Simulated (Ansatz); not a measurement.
A made-up structure of CH3ClGa (charge +1), closed shell:

```xyz
6
angstrom
Cl 0.2740 1.0769 -0.0475
C -0.1124 -0.9484 -0.0061
Ga -1.5097 -1.5956 0.4882
H 0.6034 -1.7190 -0.3172
H -0.0826 1.5805 -1.2257
H 0.8000 1.4626 1.1115
```

It is relaxed with PBE-D4/def2-SVP and then PBE0-D4/def2-TZVP (Ansatz 0.2.0). Atoms count as bonded within 1.22 times the sum of their covalent radii (H–H: 0.88 Å). The end point is not checked to be a true minimum.

(1) Does its bonding change? (A judgement: the text doesn't fix the answer.)

Answers

(1) By the calculation: No: no bond forms or breaks.

Where it ends: The first stage lowers the energy by 3.50 eV in 10 steps. It ends as CH₃ClGa ([ClH2][CH][Ga]), total charge +1:
```
atom    x (Å)    y (Å)    z (Å)
 Cl1  -0.0763   0.8108   0.0706
  C2  -0.1183  -0.7938   0.0038
 Ga3  -1.8269  -1.9847   0.5882
  H4   0.8124  -1.2230  -0.3699
  H5   0.2543   1.5699  -1.0360
  H6   0.9277   1.4780   0.7465
```

Labels in which every atom is bracketed show which atoms are joined, not bond orders.

For scale, one of the runs: PBE0-D4/def2-TZVP relaxation, 134 basis functions, launched by `ansatz run in.yaml --threads 2 --pin off --events-out ev --progress --plain --max-ram 4352MiB`. Hardware: 2 CPU threads of an Arm Neoverse V1, shared host. Wall time about 21 s.
